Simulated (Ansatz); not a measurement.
Problem. Name a neutral molecule of C, F, N, O, Si and H with size of the dipole moment (PBE/def2-TZVPP) between 2.00 and 2.30 D and HOMO energy (ωB97M-V/def2-TZVPP) between -9.55 and -9.25 eV (Ansatz, PBE0-D4/def2-TZVP geometry).

Solution. `NC(O)[SiH2]F` (2.27 D, -9.45 eV). Other molecules can fit too; these were computed, each in one conformer that needn't be the lowest.
